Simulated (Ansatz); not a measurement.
CH3Cl3OSn (`C[O][Sn]([Cl])([Cl])[Cl]`). The species carries charge 0 and has multiplicity 1. Sn takes the def2 core potential.

Cartesian coordinates in Å:
```
C -0.667 -1.369 -0.243
O 0.488 -0.776 0.326
Sn 0.708 1.141 0.284
Cl 0.740 1.883 -1.891
Cl 2.681 1.617 1.327
Cl -1.048 2.154 1.366
H -0.575 -2.447 -0.096
H -0.742 -1.172 -1.318
H -1.586 -1.030 0.246
```

List the harmonic frequencies (cm⁻¹, unscaled) at PBE0-D4/def2-TZVP in Ansatz. (An estimate is asked.)

Ansatz gave: 37, 85, 99, 108, 110, 123, 179, 251, 370, 395, 407, 591, 1089, 1176, 1189, 1473, 1491, 1496, 3018, 3085, 3120.

Is this a minimum?

Yes, all 21 modes are real.

Give the ideal-gas thermochemistry at 298.15 K and 1 bar (rigid rotor, harmonic oscillator; point group Cs, symmetry number 1).

Zero-point energy 119.0 kJ/mol; H(298) − E = 146.7 kJ/mol; entropy 429.5 J/(mol·K), of which translation 178.0, rotation 126.0, vibration 125.5; G(298) − E = 18.6 kJ/mol. Modes under 100 cm⁻¹ are hindered rotations or soft bends, so the harmonic entropy is rough.

Rotational constants (cm⁻¹)?

0.0374, 0.03332, 0.03063.
